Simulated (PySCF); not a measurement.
**Exercise with solution: dipole moment from atomic charges**

B(Me)(OH)(SH) (CH5BOS), SMILES SB(C)O. Atoms are numbered in the order given.

```xyz
9

B      0.1171     0.4061     0.0000
C     -1.0738     1.4425     0.0000
H     -1.0122     2.0993    -0.8863
H     -1.0122     2.0993     0.8863
H     -2.0684     0.9733     0.0000
O      1.4274     0.7801     0.0000
H      1.5494     1.7381     0.0000
S     -0.2531    -1.3771     0.0000
H      1.0314    -1.8034     0.0000
```
Charge 0, spin multiplicity 1.

The structure is a stationary point at B3LYP-D3(BJ)/def2-SVP. One conformer was computed; it need not be the lowest.

Charges (e) from HF/def2-TZVP in PySCF:

```json
[
 {"atom": "B1", "IAO": "0.403", "ESP fit": "0.653"},
 {"atom": "C2", "IAO": "-0.554", "ESP fit": "-0.760"},
 {"atom": "H3", "IAO": "0.136", "ESP fit": "0.170"},
 {"atom": "H4", "IAO": "0.136", "ESP fit": "0.170"},
 {"atom": "H5", "IAO": "0.140", "ESP fit": "0.227"},
 {"atom": "O6", "IAO": "-0.607", "ESP fit": "-0.755"},
 {"atom": "H7", "IAO": "0.375", "ESP fit": "0.474"},
 {"atom": "S8", "IAO": "-0.103", "ESP fit": "-0.403"},
 {"atom": "H9", "IAO": "0.074", "ESP fit": "0.224"}
]
```

The dipole moment of the full density is 2.31 D.

What dipole moment does each set of point charges give, and which comes closer to that of the density?


μ = Σ q r, and 1 e Å = 4.8032 D.
IAO: Σ q r = (-0.106, 0.258, 0.000) e Å, |μ| = 1.34 D.
ESP fit: Σ q r = (0.069, 0.489, 0.000) e Å, |μ| = 2.37 D.
ESP fit comes closer in size. Point charges leave out the atoms' own dipoles (lone pairs, polarised bonds); fits to the potential absorb them, partitions of the density don't.
